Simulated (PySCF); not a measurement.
PySCF input for 2-(4-methylthiophen-2-yl)pyridine (C10H9NS), SMILES c1(ccccn1)-c1scc(c1)C, PBE/pcSseg-1. The structure is a stationary point at PBE0-D3(BJ)/def2-SVP. Other conformers were not sampled.

```python
import numpy as np
from pyscf import gto, scf, dft
from pyscf.prop.nmr import rks as nmr

mol = gto.M(
    atom='''
    C     1.31715804   -3.93217407    0.00000000
    C     0.47035480   -2.69850564   -0.00000000
    C    -0.90556509   -2.68711594   -0.00000000
    S    -1.56601713   -1.10479450   -0.00000000
    C     0.01304483   -0.39969435    0.00000000
    C     0.13036760    1.05589151    0.00000001
    C     1.37670273    1.70381506   -0.00000000
    C     1.40839609    3.09188977   -0.00000000
    C     0.20699523    3.79879828   -0.00000000
    C    -0.97925732    3.06554059    0.00000000
    N    -1.02048790    1.74008351   -0.00000000
    C     0.98887603   -1.37170118   -0.00000000
    H     1.97015416   -3.96879248    0.88659457
    H     1.97015416   -3.96879247   -0.88659457
    H     0.69947708   -4.84071890    0.00000000
    H    -1.56678385   -3.55369008   -0.00000000
    H     2.30207133    1.12608606    0.00000000
    H     2.36540983    3.61948450   -0.00000000
    H     0.18656918    4.89014614   -0.00000000
    H    -1.94706739    3.58050745    0.00000000
    H     2.05726721   -1.14856702   -0.00000000
    ''',
    basis='pcSseg-1',
    charge=0,
    spin=0,
    max_memory=1600,
    verbose=3,
)
mf = dft.RKS(mol, xc='pbe').density_fit(auxbasis='def2-universal-jkfit')
mf.grids.level = 3
mf.conv_tol = 1e-10
mf.max_cycle = 100
mf.kernel()
n = nmr.NMR(mf)
n.verbose = 2
n.max_cycle_cphf = 60
sigma = n.kernel()
print('atom   isotropic/ppm   span/ppm')
for i, s in enumerate(sigma):
    w = np.linalg.eigvalsh((s + s.T) / 2)
    print(f'{mol.atom_symbol(i):2s}{i + 1:3d} {w.mean():14.3f} {w[2] - w[0]:11.3f}')
```

Log of the run:

```
converged SCF energy = -838.634756651632
atom   isotropic/ppm   span/ppm
C   1        161.909      35.601
C   2         38.826     161.982
C   3         49.903     159.101
S   4        253.319     222.591
C   5         26.677     117.285
C   6         27.008     201.045
C   7         61.391     203.206
C   8         42.022     239.630
C   9         56.089     217.662
C  10         27.744     210.475
N  11        -74.474     606.760
C  12         53.969     156.561
H  13         28.738      10.420
H  14         28.738      10.420
H  15         29.080      10.178
H  16         24.524       4.992
H  17         23.785      10.388
H  18         23.739       6.097
H  19         24.400       4.621
H  20         22.715       7.573
H  21         23.920       7.457
```

The calculation finished and met its thresholds.
